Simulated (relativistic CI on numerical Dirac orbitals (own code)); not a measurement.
## Hyperfine structure of C, mass number 13

Method of calculation: Dirac-Coulomb-Breit CI, orbitals from a KLI potential per configuration, model QED (radiative potential, 1s self-energy scaled to tabulated hydrogen-like ionisation energies), valence Slater integrals scaled by 0.85, P86 correlation energy added to each configuration (own radial code, finite nucleus).

Configuration list (outside the closed core 1s2): 2s²2p², 2s2p³, 2s²2p3s, 2s²2p3p, 2s²2p3d, 2s²2p4s, 2p⁴, 2s²2p4p, 2s²2p4d, 2s²2p4f, 2s²3s², 2s²3s3p, 2s²3s3d. Levels of other configurations are missing.

Nuclear spin I = 1/2, μ = 0.70237 μN (tables of Stone and Pyykkö). The electronic factors are computed for point nuclear moments, without core polarisation; leaving it out makes A of s and p electrons in near-neutral atoms 20 to 40 % too small, and it can dominate for d and f shells.

| Level | E (cm⁻¹) | A (MHz) |
| --- | --- | --- |
| 2s²2p² ³P1 | 14.9 | -0.5122 |
| 2s²2p² ³P2 | 39.0 | 139.9 |
| 2s²2p² ¹D2 | 10581.4 | 228 |
| 2s2p³ ⁵S°2 | 32086.2 | 851.9 |
| 2s²2p3s ³P°1 | 64074.0 | 371.9 |
| 2s²2p3s ³P°2 | 64115.5 | 184.1 |
| 2s²2p3s ¹P°1 | 65508.8 | 292.8 |
| 2s2p³ ³D°3 | 68367.2 | 724.8 |

Levels with J = 0, under 50 % of one LS term, or S terms without an open s electron are left out. Small factors come from cancelling terms and can be off by tens of per cent or more.

Correlation outside the listed configurations is missing or only estimated: errors of thousands of cm⁻¹ between configurations and terms are usual at this charge. Rates and lifetimes follow the computed energies and can be off by large factors. The fine structure of a lone outer electron comes out too small, for d and f at times inverted, and misplaced configurations move strength between like terms. 36 of the 36 excited levels that our extract of the measured tables holds in this range could be paired (the sources list more); they are missed by 3159 cm⁻¹ on average and 4281 at most, and levels without a partner can miss by more.

(1) Give the hyperfine levels of 2s²2p² ³P2 relative to its centre of gravity.

Results:

(1) With K = F(F + 1) − I(I + 1) − J(J + 1), E = AK/2: F = 3/2: -209.9, F = 5/2: 139.9 MHz.
